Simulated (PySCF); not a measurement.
The group X on SiH2Cl-X is varied. All species are isolated molecules in the gas phase. One relaxed conformer stands for each flexible species; it need not be the lowest. Strings in code marks are SMILES. In the def2 sets, heavy atoms carry core potentials. All members: neutral, multiplicity 1. Level: B3LYP-D3(BJ)/def2-TZVP // PBE0-D4/def2-TZVP (PySCF), beside PBE-D3(BJ)/def2-TZVP // PBE0-D4/def2-TZVP (PySCF) at the same geometries. B3LYP has the VWN-RPA correlation part, as in Gaussian.  Orbital energies are measured against the vacuum level.

```
species                                    LUMO, PBE (eV)  LUMO, B3LYP-D3(BJ) (eV)
-----------------------------------------  --------------  -----------------------
`O=C[SiH2]Cl` (O–C–Si–Cl torsion 180°)              -3.17                    -2.27
`[AlH2][SiH2]Cl` (H–Al–Si–Cl torsion 87°)           -3.09                    -2.51
`Cl[SiH2]I`                                         -1.75                    -1.12
`[SiH3][SiH2]Cl`                                    -1.43                    -0.72
`OB(O)[SiH2]Cl`                                     -1.42                    -0.78
`Cl[SiH2][GeH3]`                                    -1.29                    -0.62
`Cl[SiH2][SeH]` (Cl–Si–Se–H torsion 72°)            -1.21                    -0.57
`Cl[SiH2]Cl`                                        -0.89                 withheld
```

**Question.** Fit y = a + b·x, y being the LUMO at the first level, to the 7 complete rows by least squares, with x = the PBE value in eV. Give a, b and the rms residual, and predict the withheld value.

**Answer.** Means of the 7 rows: x̄ = -1.9086, ȳ = -1.2271 eV. Σ(x − x̄)² = 4.3505 and Σ(x − x̄)(y − ȳ) = 4.1439, so b = 0.953 and a = ȳ − b·x̄ = 0.592 eV. The rms residual is 0.089 eV. At x = -0.89 the line gives -0.26 eV, outside the range of the fitted rows. The run for `Cl[SiH2]Cl` gave -0.16 eV, so the line is off by 0.10 eV, within twice the rms residual.

Codes: PySCF.
